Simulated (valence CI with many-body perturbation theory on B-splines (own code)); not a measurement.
Ar¹¹⁺: electric-dipole lines

Method: relativistic CI+MBPT: five valence electrons over a frozen Dirac-Fock core [He], radial functions for each j: 9 s, 9 p, 8 d, 6 f, 3 g, 1 h, with the one-electron correlation potential Σ1 (screened to all orders), the two-electron term Σ2, the three-electron term Σ3, Breit, model QED; selected single and double excitations, second order for the rest, scaled by the run's own slope (own B-spline code, finite nucleus).

No measured spectrum was set against this ion. As an estimate, levels of excited configurations hold to 0.05 to 0.15 % of their energy, terms of the ground configuration to about 0.5 %. Among the levels kept, up to 2400 cm⁻¹ of a level comes from second order outside the variational space, and about a tenth of that is noise between levels of different J, which matters for small intervals.

Lines 1 to 50 of 267 in falling wavelength, among levels below 29.879 Ry, chosen from the strongest by gf and those to the six lowest levels. Wavelengths and rates use the calculated energies, so an error of 400 cm⁻¹ moves a line at 121.6 nm by 0.49 % and its rate by three times that or more. Electric multipoles are in the length gauge, E1 and E2 with the static RPA response of the core. Weak lines are less certain than strong ones. Lines between different terms over intervals too small for the method are left out, as are lines whose strength nearly cancels. The highest levels of a list are the least certain.

Names give the largest LS component (configuration and term), which can be under half, so a name can repeat, a term be missing and a line seem to break the LS rules; names also repeat where a configuration has a term twice. Letters in brackets count levels of one name in rising energy.

```csv
λ vac (nm),Upper,Lower,A (s⁻¹),log gf,Branch %
121.6,2s²2p²3p ²D°_5/2 [a],2s²2p²3s ²D_5/2,6.62e+07,-1.06,1.6
96.82,2s2p³3p ⁴P_5/2,2s2p³3s ⁴S°_3/2,4.82e+08,-0.39,0.1
96.13,2s2p³3p ⁴P_3/2,2s2p³3s ⁴S°_3/2,4.94e+08,-0.56,0.1
95.32,2s2p³3p ⁴P_1/2,2s2p³3s ⁴S°_3/2,4.99e+08,-0.87,0.1
87.40,2s²2p²3p ²D°_3/2 [a],2s²2p²3s ²P_3/2,1.42e+08,-1.19,4.1
84.35,2s²2p²3p ⁴D°_5/2,2s²2p²3s ⁴P_5/2,9.36e+07,-1.22,3.9
82.52,2s²2p²3p ⁴D°_3/2,2s²2p²3s ⁴P_3/2,3.04e+08,-0.91,11.3
79.72,2s²2p²3d ²D_3/2 [b],2s²2p²3p ²P°_1/2 [b],2.60e+08,-1.00,0.0
79.65,2s²2p²3p ⁴P°_3/2,2s²2p²3s ⁴P_5/2,2.74e+08,-0.98,1.9
79.36,2s²2p²3p ⁴D°_1/2,2s²2p²3s ⁴P_1/2,6.82e+08,-0.89,40.7
79.03,2s²2p²3d ²F_5/2 [b],2s²2p²3p ²P°_3/2 [b],3.82e+08,-0.67,0.0
78.74,2s²2p²3p ²D°_3/2 [a],2s²2p²3s ²P_1/2,6.16e+08,-0.64,17.8
78.07,2s²2p²3d ²P_1/2 [a],2s²2p²3p ²P°_1/2 [a],3.48e+08,-1.20,0.0
77.95,2s²2p²3p ⁴D°_7/2,2s²2p²3s ⁴P_5/2,1.04e+09,-0.12,57.8
77.67,2s²2p²3p ²D°_5/2 [a],2s²2p²3s ²P_3/2,6.97e+08,-0.42,16.5
77.48,2s²2p²3p ²F°_5/2,2s²2p²3s ²D_3/2,1.09e+09,-0.23,16.7
77.43,2s²2p²3p ⁴D°_5/2,2s²2p²3s ⁴P_3/2,9.36e+08,-0.30,38.9
77.09,2s²2p²3p ⁴D°_3/2,2s²2p²3s ⁴P_1/2,6.89e+08,-0.61,25.6
76.69,2s2p³3p ⁶P_3/2,2s2p³3s ⁶S°_5/2,1.24e+09,-0.36,52.9
75.85,2s2p³3p ⁶P_5/2,2s2p³3s ⁶S°_5/2,1.27e+09,-0.18,7.7
75.80,2s²2p²3p ⁴P°_5/2,2s²2p²3s ⁴P_5/2,8.78e+08,-0.34,7.6
74.83,2s²2p²3p ²F°_7/2,2s²2p²3s ²D_5/2,1.24e+09,-0.08,18.8
74.43,2s2p³3p ⁶P_7/2,2s2p³3s ⁶S°_5/2,1.37e+09,-0.04,92.2
73.59,2s²2p²3p ⁴P°_1/2,2s²2p²3s ⁴P_3/2,9.44e+08,-0.81,7.5
73.45,2s²2p²3p ⁴P°_3/2,2s²2p²3s ⁴P_3/2,4.73e+08,-0.82,3.4
72.08,2s²2p²3d ²P_3/2 [b],2s²2p²3p ²P°_3/2 [b],6.79e+08,-0.67,0.0
71.73,2s²2p²3p ²P°_3/2 [a],2s²2p²3s ²P_3/2,7.91e+08,-0.61,5.6
71.18,2s²2p²3p ²P°_1/2 [a],2s²2p²3s ²P_3/2,4.36e+08,-1.18,3.5
70.43,2s²2p²3d ²D_3/2 [b],2s²2p²3p ²D°_3/2 [b],4.73e+08,-0.85,0.0
70.33,2s²2p²3p ²P°_1/2 [c],2s²2p²3s ²S_1/2,1.45e+09,-0.67,10.0
70.30,2s²2p²3d ²D_5/2 [b],2s²2p²3p ²D°_5/2 [b],4.36e+08,-0.71,0.0
70.16,2s²2p²3p ⁴P°_5/2,2s²2p²3s ⁴P_3/2,1.53e+08,-1.17,1.3
70.06,2s²2p²3p ²P°_3/2 [c],2s²2p²3s ²S_1/2,1.44e+09,-0.37,8.3
69.83,2s²2p²3d ²D_5/2 [b],2s²2p²3p ²D°_3/2 [b],3.88e+08,-0.77,0.0
69.71,2s²2p²3d ²P_1/2 [b],2s²2p²3p ²P°_1/2 [b],6.70e+08,-1.01,0.0
69.46,2s²2p²3d ⁴F_5/2,2s²2p²3p ⁴D°_5/2,1.83e+08,-1.10,0.4
69.12,2s²2p²3p ⁴P°_3/2,2s²2p²3s ⁴P_1/2,3.95e+08,-0.95,2.8
68.48,2s²2p²3d ²F_7/2 [b],2s²2p²3p ²D°_5/2 [b],1.08e+09,-0.21,0.0
67.60,2s²2p²3d ⁴F_3/2,2s²2p²3p ⁴D°_3/2,3.10e+08,-1.07,0.8
67.39,2s²2p²3d ⁴F_9/2,2s²2p²3p ⁴D°_7/2,1.50e+09,0.01,99.9
67.39,2s²2p²3d ⁴P_5/2,2s²2p²3p ⁴S°_3/2,5.10e+08,-0.68,0.0
67.14,2s²2p²3d ⁴D_5/2,2s²2p²3p ⁴P°_5/2,1.65e+08,-1.17,0.0
66.63,2s²2p²3d ²P_3/2 [a],2s²2p²3p ⁴P°_3/2,2.96e+08,-1.10,0.0
66.60,2s²2p²3d ⁴F_7/2,2s²2p²3p ⁴D°_5/2,1.48e+09,-0.10,9.1
66.04,2s²2p²3d ²F_5/2 [a],2s²2p²3p ²D°_3/2 [a],1.35e+09,-0.27,0.2
65.95,2s²2p²3d ⁴F_3/2,2s²2p²3p ⁴D°_1/2,9.95e+08,-0.59,2.5
65.91,2s²2p²3d ²F_7/2 [a],2s²2p²3p ²D°_5/2 [a],1.42e+09,-0.13,0.3
65.82,2s²2p²3d ⁴F_5/2,2s²2p²3p ⁴D°_3/2,1.40e+09,-0.26,3.1
65.79,2s²2p²3p ²P°_3/2 [a],2s²2p²3s ²P_1/2,2.80e+08,-1.14,2.0
65.54,2s²2p²3d ⁴P_3/2,2s²2p²3p ⁴S°_3/2,8.14e+08,-0.68,0.0
```

Question: How does gf follow from A for the line at 78.07 nm?

Answer: gf = 1.4992 × (2J+1)_upper × A / σ², with σ = 128083 cm⁻¹ and 2J+1 = 2: gf = 0.0636.
